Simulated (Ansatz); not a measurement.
Basis-set extrapolation for `CO[SiH](F)O[SiH2]Cl` (PBE0-D4/def2-TZVP geometry, frozen core, the Gaussian-basis code of Ansatz). Multiplicity 1, RHF reference.

|  | def2-TZVPP | def2-QZVPP |
| --- | --- | --- |
| HF | -1328.342733 | -1328.389398 |
| MP2 correlation | -1.310330 | -1.423418 |
| CCSD(T) correlation | -1.410450 | not run |

Energies in hartree. Use E(X) = E(∞) + A·exp(−7.88·√X) for Hartree–Fock and E(X) = E(∞) + B·X^(−2.97) for correlation, with X = 3 and 4, and add CCSD(T) minus MP2 of the smaller set to the MP2 limit.

Task: What is the CCSD(T) energy at the basis-set limit?

Result: HF limit: -1328.389398 + (-0.046665) × 0.13774 = -1328.39583. MP2 limit: -1.423418 + (-0.113088) × 0.74074 = -1.50719. Higher-order term: -1.410450 − (-1.310330) = -0.10012. Total: -1330.00314 hartree, 6.80 eV below CCSD(T)/def2-TZVPP.
